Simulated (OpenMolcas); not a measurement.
O+: thermal populations, worked from levels

| Property | Result |
| --- | --- |
| Program | OpenMolcas 26.06 |
| Basis | ANO-R2 [4s4p2d1f] |
| Scalar Hamiltonian | X2C, finite nucleus |
| Active space | 5 electrons in 9 orbitals (RAS2 2s 2p; RAS3 3d, at most 2 electrons) |
| State averaging | 2S+1 = 4 odd, 1 root; 2S+1 = 2 odd, 8 roots; 2S+1 = 4 even, 3 roots; 2S+1 = 2 even, 9 roots |
| Spin-orbit coupling | state interaction with AMFI integrals over the reference wave functions, term energies averaged over their components |

Methods: RASSCF; SS-RASPT2, IPEA 0.25 Eh, imaginary shift 0.1 Eh (closed shells correlated: 1s). Measured levels: NIST Handbook of Basic Atomic Spectroscopic Data.

**Thermal populations.** Z = Σ (2J + 1) exp(-E/kT) with k = 0.695035 cm-1/K, over the levels below. No other level of either list lies under 90000 cm-1, which is above 7 kT at each temperature.

```tsv
Level	2J + 1	SS-RASPT2	measured
2s² 2p³ ⁴S°_3/2	4	0.0	0.0
2s² 2p³ ²D°_3/2	4	27510	26831
2s² 2p³ ²D°_5/2	6	27510	26811
2s² 2p³ ²P°_3/2	4	41400	40468
2s² 2p³ ²P°_1/2	2	41400	40470
```

```
T (K)  Z, SS-RASPT2  Z, measured levels  Ground level (%), SS-RASPT2  Ground level (%), measured levels
12000         4.411               4.448                         90.7                               89.9
```

At 12000 K, kT = 8340 cm-1, and the computed levels give Z = 4.000 + 0.148 + 0.222 + 0.028 + 0.014 = 4.411.

Active for correlation alone: 3d; no level in the range computed is led by a configuration that fills it, so any true level of that kind is missing. Without dynamic correlation excited terms often stand tens of per cent too high (terms of higher spin than the ground term too low), and those without a measured partner can miss by more than the paired ones (holds for RASSCF). Computed and measured levels are paired by configuration, term and J; levels that our copy of the source lacks, or whose pairing is in doubt (as where it misses far off the trend of its configuration), stay unpaired and out of the deviations. Only configurations of the active space appear.

° marks odd parity.
